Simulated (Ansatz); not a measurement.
A run for Ansatz (a program for electronic structure): R-r2SCAN/def2-TZVPP on BeBrH (SMILES [BeH][Br]), atoms moved off the minimum.

Ansatz 0.2 input:
```yaml
crystal:
  periodic: [false, false, false]
  atoms:
    - {symbol: Be, position_ang: [-0.11426445, 0.04998459, -1.72521150]}
    - {symbol: H, position_ang: [-0.02464384, -0.03876657, -3.02465780]}
    - {symbol: Br, position_ang: [0.04614420, 0.01925910, 0.30625980]}
basis:
  gaussian:
    orbitals: def2-TZVPP
hamiltonian:
  xc: {name: r2SCAN}
scf: {lower_state_search: off}
output: {forces: true}
```

The log:

```
WARN ansatz: RAYON_NUM_THREADS=1 ignored (pool sized by the plan → 1); use --threads N
Functional definition: r2SCAN
these checks for a lower state are left out or cut short: stability, starts, cluster_reference, orbital_swaps, neighbouring_geometries, increment
integrals: 0.02 GiB planned
576 factors; their error is unknown
mean field: 0.16 GiB planned
mean field evaluation 1: about -70464.0291 eV, gradient 1.2e1 eV
mean field evaluation 2: about -70464.3167 eV, gradient 8.6e0 eV
mean field evaluation 4: about -70464.5313 eV, gradient 3.3e-1 eV
mean field evaluation 8: about -70464.5046 eV, gradient 1.0e-1 eV
mean field evaluation 16: about -70464.5046 eV, gradient 7.9e-6 eV
mean field -70464.50457278 eV, -2589.5227804931 hartree, gradient 7.9e-6 eV, S^2 0.000000; 0 other end points of the search recorded, 0 dependent functions left out
the calculation of the forces begins
reference -70464.50458482 eV, -2589.5227809354 hartree; 20, 20 occupied and 61, 61 virtual orbitals, 576 factors
Total energy: -70464.50458482 eV, -2589.5227809354 hartree
Atom 0 at    -0.114264     0.049985    -1.725211 Å, force     0.287812    -0.120370     1.426252 eV/Å
Atom 1 at    -0.024644    -0.038767    -3.024658 Å, force    -0.115177     0.053428    -0.391941 eV/Å
Atom 2 at     0.046144     0.019259     0.306260 Å, force    -0.172636     0.066942    -1.034311 eV/Å
Dipole moment:    -0.076856     0.039514    -0.130191 e Å
Checks for a lower state left out: stability, starts, cluster_reference, orbital_swaps, neighbouring_geometries, increment
```

The run converged.

Cost: very roughly 2.3 core-seconds.
